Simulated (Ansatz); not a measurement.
Ansatz (a quantum-chemistry and plane-wave program) input (HF/3-21G): The .json file is the Basis Set Exchange's 3-21G.

Ansatz 0.2 input:
```yaml
crystal:
  periodic: [false, false, false]
  atoms:
    - {symbol: B, position_ang: [0.03154051, 0.00000000, -0.86289106]}
    - {symbol: N, position_ang: [-0.04724772, 0.00000000, 0.41798935]}
    - {symbol: H, position_ang: [0.17303150, 0.00000000, 1.38852984]}
basis:
  gaussian:
    orbitals: 3-21G.json
hamiltonian:
  xc: {name: HF}
total_charge: -1
relax: {f_tol: 0.003, max_steps: 120}
```

**Question.** What final total energy does it give?

**Answer.** -79.19360 Eh.
